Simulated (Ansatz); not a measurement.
Reaction (formal exchange of groups at the Si–O bond): `O=C[SiH2]O[SiH3]` + CH₄ → `C[SiH2]C=O` + `O[SiH3]`

Computed with Ansatz on PBE0-D4/def2-TZVP structures; ΔE is electronic, products minus reactants. CCSD(T)/CBS is the MP2 limit (def2-TZVPP, def2-QZVPP) plus CCSD(T) − MP2 in def2-TZVPP, frozen cores. This one scheme is used for every species. DFT in def2-TZVPP. One conformer a species, not always the lowest.

`O=C[SiH2]O[SiH3]`:

```xyz
11

O     0.762    1.579   -0.890
C     1.550    1.034   -0.154
Si    1.002   -0.534    0.810
O    -0.538   -0.828    0.403
Si   -1.800   -0.292   -0.510
H     2.579    1.453   -0.049
H     1.887   -1.665    0.429
H     1.135   -0.273    2.266
H    -2.924   -1.227   -0.254
H    -2.198    1.076   -0.100
H    -1.455   -0.325   -1.951
```

CH₄:

Z-matrix (Å, degrees):
```
C
H 1 1.090
H 1 1.090 2 109.5
H 1 1.090 2 109.5 3 -120.0
H 1 1.090 2 109.5 3 120.0
```

`C[SiH2]C=O`:

Cartesian coordinates in Å:
```
C 0.845 -0.496 1.061
Si -0.696 0.110 0.214
C -0.301 0.520 -1.626
O 0.803 0.382 -2.090
H 1.627 0.265 1.016
H 1.222 -1.393 0.565
H 0.651 -0.734 2.109
H -1.240 1.354 0.827
H -1.788 -0.904 0.207
H -1.124 0.896 -2.283
```

`O[SiH3]`:

Z-matrix (Å, degrees):
```
Si
O 1 1.648
H 1 1.489 2 111.7
H 1 1.489 2 111.7 3 120.9
H 1 1.481 2 105.9 3 -119.6
H 2 0.957 1 117.9 3 -60.5
```

| level | ΔE (kJ/mol) |
| --- | --- |
| PBE-D4 | 102.7 |
| PBE0-D4 | 107.7 |
| B2PLYP | 118.1 |
| r2SCAN | 113.9 |
| HF/def2-TZVPP | 131.5 |
| MP2/def2-TZVPP | 118.5 |
| SCS-MP2/def2-QZVPP | 122.1 |
| HF/CBS(def2) | 133.3 |

Problem. What does CCSD(T)/CBS give? (An estimate is asked.)

Solution. Ansatz gave: +117.0 kJ/mol. The listed levels differ from it by -14.3, -9.3, 1.1, -3.1, 14.5, 1.5, 5.1, 16.3 kJ/mol.

Largest T1 diagnostic among the species: 0.014.

The D4 term adds +6.2 kJ/mol with B3LYP and +3.5 kJ/mol with PBE0; it sums over pairs of atoms, weighted by their polarisabilities, and B3LYP, whose exchange is more repulsive, gets the larger term. From PBE to PBE0 (25 % exact exchange), in def2-TZVPP and without D4, ΔE moves by +5.3 kJ/mol.

B3LYP here is the variant with VWN-RPA as its local correlation; programs differ in this.
